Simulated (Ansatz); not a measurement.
Input file for Ansatz (a first-principles code): R-wB97M-V/def2-TZVPPD on H9NSi2 (a complex), monomers drawn apart or pushed together. Files ending in .json are basis or fitting sets from the Basis Set Exchange.

Ansatz 0.2 input:
```yaml
crystal:
  periodic: [false, false, false]
  atoms:
    - {symbol: N, position_ang: [-0.41246894, 0.18904168, 0.96084620]}
    - {symbol: H, position_ang: [-0.35981099, -0.69423092, 0.46676276]}
    - {symbol: H, position_ang: [-1.36152978, 0.53396089, 0.87454400]}
    - {symbol: H, position_ang: [0.19811306, 0.84359086, 0.48555377]}
    - {symbol: Si, position_ang: [0.51593012, -1.28076059, 4.93512002]}
    - {symbol: Si, position_ang: [0.63296458, 1.05354196, 5.09122425]}
    - {symbol: H, position_ang: [0.80422978, -1.91098018, 6.25251288]}
    - {symbol: H, position_ang: [1.51135027, -1.80795279, 3.97140952]}
    - {symbol: H, position_ang: [-0.83749732, -1.72541482, 4.52457532]}
    - {symbol: H, position_ang: [0.96683656, 1.47757214, 6.47834610]}
    - {symbol: H, position_ang: [-0.66433907, 1.68156553, 4.74278764]}
    - {symbol: H, position_ang: [1.68569219, 1.60048852, 4.20167359]}
basis:
  gaussian:
    orbitals: def2-TZVPPD.json
hamiltonian:
  xc: {name: wB97M-V}
scf: {lower_state_search: off}
```

Program output:

```
WARN ansatz: RAYON_NUM_THREADS=1 ignored (pool sized by the plan → 1); use --threads N
Functional definition: wB97M-V
these checks for a lower state are left out or cut short: stability, starts, cluster_reference, orbital_swaps, neighbouring_geometries, increment
integrals: 0.31 GiB planned
1330 factors; their error is unknown
integrals: 0.34 GiB planned
413 factors; integrals over basis functions are off by at most 2.4e-5 eV
mean field: 1.64 GiB planned
mean field evaluation 1: about -17386.2798 eV, gradient 4.5e1 eV
mean field evaluation 2: about -17386.7708 eV, gradient 4.2e1 eV
mean field evaluation 4: about -17390.1529 eV, gradient 3.2e-1 eV
mean field evaluation 8: about -17390.1634 eV, gradient 4.8e-1 eV
mean field evaluation 16: about -17390.1637 eV, gradient 3.0e-5 eV
mean field -17390.16370438 eV, -639.0767286596 hartree, gradient 2.1e-6 eV, S^2 0.000000; 0 other end points of the search recorded, 0 dependent functions left out
reference -17390.16377606 eV, -639.0767312938 hartree; 22, 22 occupied and 264, 264 virtual orbitals, 1330 factors
Total energy: -17390.16377606 eV, -639.0767312938 hartree
Checks for a lower state left out: stability, starts, cluster_reference, orbital_swaps, neighbouring_geometries, increment
```

The run converged.

Cost: roughly 16 core-seconds.
